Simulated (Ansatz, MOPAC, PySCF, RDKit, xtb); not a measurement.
Dimer: HF (SMILES F) (first 2 atoms) with C2H3N (SMILES CC#N); geometry from B3LYP-D3(BJ)/def2-TZVP, rigid monomers moved along the line of their centres of mass till H2···N5 is 2.48 Å.
(charge 0, multiplicity 1):
```xyz
8

F      0.483    -0.317    -0.349
H      0.360    -0.185     0.576
C     -0.302     0.527     5.559
C     -0.113     0.324     4.135
N      0.037     0.163     3.010
H     -1.315     0.241     5.844
H      0.409    -0.080     6.119
H     -0.146     1.577     5.809
```

Monomers are frozen at their geometry in the pair; levels with a basis set take the counterpoise correction. Rows marked so take none. RDKit's UFF carries no charges.

Rows in 3-21G, 6-31G* carry no dispersion term and start afresh at each structure (6-31G* with six Cartesian d functions). The state reached by AM1 isn't checked.

Run with Ansatz (a first-principles code); MOPAC for AM1 (differences of heats of formation); PySCF for 3-21G rows, 6-31G* rows; RDKit for the force fields; xtb for the GFN methods. 

```tsv
level	interaction energy (kcal/mol)
UFF	0.68
AM1	-2.14
GFN2-xTB	-5.26
HF/3-21G (no counterpoise)	-7.53
HF/6-31G*	-5.78
HF/aug-cc-pVDZ	-5.74
B3LYP/3-21G (no counterpoise)	-7.72
B3LYP/6-31G*	-5.70
PBE0/def2-TZVPPD	[?]
```

Question: Fill in the missing entries.

Answer: 
- PBE0/def2-TZVPPD, interaction energy (kcal/mol): -5.93
